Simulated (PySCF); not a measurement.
SiF2I2, SMILES F[Si](F)(I)I. Atoms are numbered in the order given.

```xyz
5

F      0.0000    -1.2905    -1.8553
Si     0.0000     0.0000    -0.8944
F      0.0000     1.2905    -1.8553
I     -2.0292     0.0000     0.4332
I      2.0292     0.0000     0.4332
```

Geometry: B3LYP-D3(BJ)/def2-SVP. The def2 effective core potentials stand for the cores of I; spin–orbit coupling is left out.

Method: PySCF with PBE/def2-TZVP.

ESP charges are fitted to the potential on shells at 1.4 to 2.0 van der Waals radii. Atomic charges (e):

```csv
atom,ESP fit,Löwdin
F1,-0.02,…
Si2,-0.16,…
F3,-0.02,…
I4,0.09,…
I5,0.09,…
```

Q: What belongs in the gaps? (Estimate from the structure and the level; the computed values follow.)

A: 
- F1, Löwdin: 0.05
- Si2, Löwdin: -0.58
- F3, Löwdin: 0.05
- I4, Löwdin: 0.24
- I5, Löwdin: 0.24

Computed Mayer and Wiberg (Löwdin basis) orders of the bonds:
```
bond    Mayer  Wiberg
------  -----  ------
F1–Si2   1.19    1.76
Si2–F3   1.19    1.76
Si2–I4   1.21    1.72
Si2–I5   1.21    1.72
```
